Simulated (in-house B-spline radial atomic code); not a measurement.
Values are calculated unless marked as measured or tabulated.
## Building a PAW s channel for Ga, r_c = 1.75 bohr

Ga, [Ar] 3d10 4s2 4p1, non-relativistic LDA (VWN5), spherical and spin-unpolarised, from an all-electron radial atomic-structure program (B-spline basis) (atomic units; all potentials screened as in the neutral atom).

Two all-electron partial waves φ1, φ2 are integrated outwards at E1 = ε(4s) = -0.328019 and E2 = E1 + 1 hartree; φ1 is the bound orbital and φ2 has unit norm inside r_c = 1.7497 bohr. Smooth partners are polynomials, r^1(a0 + a1 r² + a2 r⁴ + a3 r⁶), matched to φ and three derivatives at r_c, with no condition on the norm. The local potential is -7.1104 + (5.57811) r² + (-1.86374) r⁴ + (0.23018) r⁶ inside 1.4325 bohr and the all-electron one outside.

| wave | φ(r_c) | φ'(r_c) | a0 | a1 | a2 | a3 |
| --- | --- | --- | --- | --- | --- | --- |
| 1 | 0.699546 | 0.1304372 | 0.2247948 | 0.2276737 | -0.07834721 | 0.007399228 |
| 2 | 0.9737927 | -1.27088 | 0.9035424 | 0.2513728 | -0.1777952 | 0.01916246 |

Inside r_c the overlaps are <φi φj> = [[0.26504, 0.50803], [0.50803, 1.00000]] and, for the smooth waves, [[0.28697, 0.59052], [0.59052, 1.27851]]. With χj = (Ej − T − V_local) applied to smooth wave j, the program's quadrature gives the matrix B_ij = <smooth i, χj> as [[0.35714, 1.02378], [0.94129, 2.73098]].

(1) Check the match of the first wave, and find the augmentation charges q_ij.

(2) B isn't symmetric. Show that D_ij = B_ij + Ej q_ij is.

Solving (T + V_local + Σ p D p) ψ = E (1 + Σ p q p) ψ in a sphere of 9 bohr, whose wall lifts the free-atom level a little, gives these levels:

```json
{"all-electron": "-0.327978", "one projector": "-0.327978", "two projectors": "-8.866000"}
{"all-electron": "0.043345", "one projector": "0.041762", "two projectors": "-0.327978"}
{"all-electron": "0.358174", "one projector": "0.332382", "two projectors": "0.043344"}
{"all-electron": "0.834006", "one projector": "0.495092", "two projectors": "0.358173"}
{"all-electron": "1.458080", "one projector": "0.871318", "two projectors": "0.834005"}
```

(3) What does the second projector gain?

Answers

(1) At r_c the four terms are 0.39332, 1.21956, -1.28482, 0.37148, which sum to 0.6995, φ1(r_c) to rounding. q_ij is the all-electron overlap less the smooth one: [[-0.02193, -0.08249], [-0.08249, -0.27851]]. The smooth first wave has a norm of 0.2870 inside r_c against 0.2650, so q11 is negative and must stay small enough for the overlap operator to be positive.

(2) Integrating by parts gives B12 − B21 = (E1 − E2) q12: 1.02378 − (0.94129) = 0.08249, and −1 × (-0.08249) = 0.08249. So D12 = 1.02378 + (0.671981)(-0.08249) = 0.96835 and D21 = 0.94129 + (-0.328019)(-0.08249) = 0.96834; D11 = 0.36433, D22 = 2.54383. The projectors, p = (B⁻¹)ᵀ χ, are dual to the smooth waves; det B = 0.012, small beside B11 B22, as the two smooth waves look alike inside r_c.

(3) With one projector the errors are 0.00, -1.58, -25.79 millihartree, and the level at 0.4951 is out of step with the all-electron series: an extra state, or one far too low, so the pairing ends there; skipping it, the next levels are off by +37.3 millihartree. With two a ghost lies below the reference level, so the set fails. The lowest eigenvalue of the overlap operator is 0.7966 with one and 0.07276 with two projectors. The smooth orbital alone needs a cutoff of 6.2 hartree for 1 millihartree of kinetic energy, against 13.3 for a norm-conserving Troullier-Martins orbital of the same radius, which is no gain while the set fails.
